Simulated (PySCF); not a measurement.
# Excitation energy of Gd by level of theory

Gd [Xe] 4f7 5d1 6s2 (9D) → Gd [Xe] 4f8 6s2 (7F), as a difference of total energies. All numbers are calculated (PySCF 2.14, scalar relativity by spin-free X2C-1e, in ANO-RCC-VTZP). Correlated levels: valence: [Kr] 4d10 frozen; valence and next inner shell: [Ar] 3d10 frozen. The calculations carry no spin-orbit coupling.

```tsv
method	excitation energy (eV)
UHF	4.512
LDA	-0.192
PBE	-0.118
PBE0	0.936
r2SCAN	0.870
MP2 (valence)	1.508
SCS-MP2 (valence)	1.425
MP2 (valence and next inner shell)	1.091
SCS-MP2 (valence and next inner shell)	1.256
```

Errors of the correlated levels include the incompleteness of this basis and the frozen core.

Question: Which method comes closest to the reference value, and which is furthest?

Answer: The reference is 1.500 eV (measured; NIST levels, between the centres of gravity of the two terms). Closest: MP2 (valence) (error 0.008 eV); furthest: UHF (error 3.012 eV).
